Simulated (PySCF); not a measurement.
SMILES N[SiH2]c1cc[c]([GeH3])cc1, singlet, GFN2-xTB optimised geometry.

```
20

Si     0.91    -3.18     0.00
N      2.63    -3.18     0.00
C      0.09    -1.47     0.00
C     -1.30    -1.34     0.03
C     -1.90    -0.11     0.02
C     -1.14     1.06     0.00
C      0.24     0.94    -0.03
C      0.84    -0.30    -0.03
Ge    -2.01     2.81     0.01
H      0.52    -3.89    -1.22
H      0.52    -3.89     1.23
H      3.12    -2.89    -0.83
H      3.12    -2.87     0.82
H     -1.90    -2.24     0.05
H     -2.98    -0.03     0.04
H      0.85     1.84    -0.05
H      1.92    -0.36    -0.05
H     -2.62     3.12     1.34
H     -3.12     2.87    -0.99
H     -1.03     3.89    -0.30
```

Density from PBE0/def2-SVP (PySCF 2.14.0) at that geometry.

Minimum of the electron density along straight lines between bonded atoms, close to the bond critical point (lines longer than 1.1 times the sum of covalent radii, or with two minima, are not listed):

| bond | length / Å | ρ at the minimum / e bohr⁻³ | ∇²ρ there / e bohr⁻⁵ | position (fraction from the first atom) |
|---|---|---|---|---|
| Si1–N2 | 1.723 | 0.123 | … | 0.40 |
| Si1–C3 | 1.897 | 0.112 | 0.32 | 0.38 |
| C3–C4 | 1.393 | 0.306 | -0.76 | 0.50 |
| C4–C5 | 1.380 | 0.314 | -0.81 | 0.50 |
| C5–C6 | 1.391 | 0.308 | -0.77 | 0.50 |
| C6–C7 | 1.389 | 0.309 | -0.78 | 0.50 |
| C3–C8 | 1.392 | 0.306 | -0.76 | 0.50 |
| C7–C8 | 1.382 | 0.313 | -0.81 | 0.50 |
| C6–Ge9 | 1.950 | 0.129 | … | 0.53 |
| Si1–H10 | 1.464 | 0.118 | 0.33 | 0.49 |
| Si1–H11 | 1.464 | 0.118 | 0.33 | 0.49 |
| N2–H12 | 1.007 | 0.332 | -1.53 | 0.76 |
| N2–H13 | 1.007 | 0.332 | -1.53 | 0.76 |
| C4–H14 | 1.082 | 0.283 | -1.07 | 0.63 |
| C5–H15 | 1.084 | 0.282 | -1.06 | 0.63 |
| C7–H16 | 1.083 | 0.282 | -1.07 | 0.63 |
| C8–H17 | 1.082 | 0.283 | -1.07 | 0.63 |
| Ge9–H18 | 1.497 | 0.141 | 0.08 | 0.59 |
| Ge9–H19 | 1.496 | 0.142 | 0.08 | 0.59 |
| Ge9–H20 | 1.495 | 0.142 | 0.08 | 0.59 |

Complete the blanks.


- Si1–N2, ∇²ρ there / e bohr⁻⁵: 0.75
- C6–Ge9, ∇²ρ there / e bohr⁻⁵: 0.06
